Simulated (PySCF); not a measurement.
**Partial charges of `N#CC1=N[Si@@H](NC=O)C1`**

Species: C₄H₅N₃OSi.
Structure used (GFN2-xTB), in Å, numbered top down from 1:
```xyz
14
C4H5N3OSi angstrom
N      4.196    0.604    0.556
C      3.086    0.322    0.507
C      1.724   -0.026    0.372
N      0.872   -0.085    1.331
Si    -0.453   -0.618    0.245
N     -1.694    0.619    0.279
C     -2.616    0.386   -0.662
O     -2.473   -0.542   -1.423
C      1.054   -0.372   -0.929
H     -0.967   -1.944    0.511
H     -1.785    1.372    0.941
H     -3.473    1.073   -0.698
H      1.480   -1.244   -1.418
H      1.048    0.453   -1.638
```

Density: PBE0/pcSseg-1 (PySCF); schemes: Mulliken, IAO, Hirshfeld and ESP-fitted. Geometry: GFN2-xTB, one conformer, isolated molecule.

Task: Do the Mulliken, IAO, Hirshfeld and ESP-fitted schemes agree on where the charge is highest?

Result: All schemes agree: Mulliken Si5 (+0.955); IAO Si5 (+1.147); Hirshfeld Si5 (+0.449); ESP-fitted Si5 (+1.105).

Task: Do the Mulliken, IAO, Hirshfeld and ESP-fitted schemes agree on where the charge is lowest?

Result: The schemes don't all agree: Mulliken N6 (-0.597); IAO N6 (-0.607); Hirshfeld N4 (-0.263); ESP-fitted N6 (-0.754).

Task: Tabulate the Mulliken, IAO, Hirshfeld and ESP-fitted charges.

Result: In e:

| atom | environment | Mulliken | IAO | Hirshfeld | ESP-fitted |
| --- | --- | --- | --- | --- | --- |
| N1 | nitrile nitrogen | -0.218 | -0.197 | -0.184 | -0.400 |
| C2 | nitrile carbon | +0.157 | +0.136 | +0.087 | +0.298 |
| C3 | C=N carbon | +0.073 | +0.141 | +0.099 | +0.506 |
| N4 | C=N nitrogen | -0.482 | -0.542 | -0.263 | -0.732 |
| Si5 | SiH silicon | +0.955 | +1.147 | +0.449 | +1.105 |
| N6 | amide nitrogen | -0.597 | -0.607 | -0.191 | -0.754 |
| C7 | amide carbonyl carbon | +0.422 | +0.321 | +0.151 | +0.516 |
| O8 | amide oxygen | -0.446 | -0.467 | -0.249 | -0.519 |
| C9 | sp3 carbon bound to silicon | -0.460 | -0.579 | -0.163 | -0.725 |
| H10 | Si–H hydrogen | -0.054 | -0.111 | -0.055 | -0.137 |
| H11 | amide N–H hydrogen | +0.211 | +0.292 | +0.151 | +0.394 |
| H12 | formyl hydrogen | +0.106 | +0.129 | +0.065 | +0.057 |
| H13 | methylene hydrogen | +0.166 | +0.168 | +0.052 | +0.178 |
| H14 | methylene hydrogen | +0.167 | +0.168 | +0.051 | +0.212 |

Mean size of the charges over all atoms: ESP-fitted 0.467 e, IAO 0.358 e, Mulliken 0.322 e, Hirshfeld 0.158 e. Each set sums to the total charge, 0, to within 0.001 e. The Hirshfeld scheme divides the density at each point in proportion to the densities of the neutral, spherically averaged free atoms.

Task: How closely do the schemes follow one another over all atoms?

Result: Correlation coefficient and root-mean-square difference: Mulliken with IAO 0.99, 0.076 e; IAO with Hirshfeld 0.97, 0.273 e; Mulliken with Hirshfeld 0.97, 0.225 e; IAO with ESP-fitted 0.97, 0.156 e; Mulliken with ESP-fitted 0.97, 0.185 e; Hirshfeld with ESP-fitted 0.97, 0.364 e.

Task: Sum the charges by element, for elements with more than one atom.

Result: 
```
element  atoms  Mulliken     IAO  Hirshfeld  ESP-fitted
      N      3    -1.297  -1.346     -0.637      -1.886
      C      4    +0.193  +0.019     +0.174      +0.595
      H      5    +0.596  +0.646     +0.263      +0.705
```
